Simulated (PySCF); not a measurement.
C2H4FNOSi, SMILES O=C/N=C/[SiH2]F.

Geometry optimised at B3LYP-D3(BJ)/def2-SVP. The structure was generated by enumeration; whether it is a known compound was not checked. The values are those of a single conformer.

These are B3LYP-D3(BJ)/def2-SVP (PySCF 2.14.0) values and carry that method's errors.

Frequencies are harmonic and unscaled.

```
mode  ν (cm⁻¹)  IR (km/mol)           moving atoms (share of kinetic energy)
----  --------  -----------  -----------------------------------------------
1           32          3.9  F 23 %, H 20 %, O 19 %, C 14 %, Si 13 %, N 11 %
2           83          6.6           O 30 %, N 23 %, C 17 %, F 15 %, H 13 %
3          130          8.0                   C 40 %, H 22 %, O 15 %, F 13 %
4          144         11.4  C 25 %, H 19 %, Si 18 %, O 15 %, N 13 %, F 11 %
5          286          2.1                  F 31 %, C 25 %, N 20 %, Si 14 %
6          336         23.8           H 28 %, N 26 %, C 19 %, Si 17 %, O 8 %
7          556         13.5                                  H 70 %, Si 12 %
8          698         58.5          C 32 %, N 22 %, O 18 %, H 17 %, Si 11 %
9          728         21.7                                           H 91 %
10         764         16.0                   C 44 %, H 27 %, Si 18 %, N 9 %
11         864         23.3                          F 46 %, H 36 %, Si 16 %
12         920        338.9                          H 68 %, Si 20 %, F 10 %
13         959         67.3                           H 63 %, C 16 %, N 14 %
14         970         98.3                                  H 68 %, Si 13 %
15        1030        125.1                           C 48 %, H 30 %, N 21 %
16        1061         81.3                                   C 51 %, H 40 %
17        1329         28.9                                   H 75 %, C 16 %
18        1392         12.6                                           H 84 %
19        1717        107.3                                   C 51 %, N 47 %
20        1816        241.4                                   C 58 %, O 39 %
21        2260         66.3                                           H 98 %
22        2272        106.9                                           H 96 %
23        2965         86.7                                           H 92 %
24        2994         19.6                                           H 92 %
```
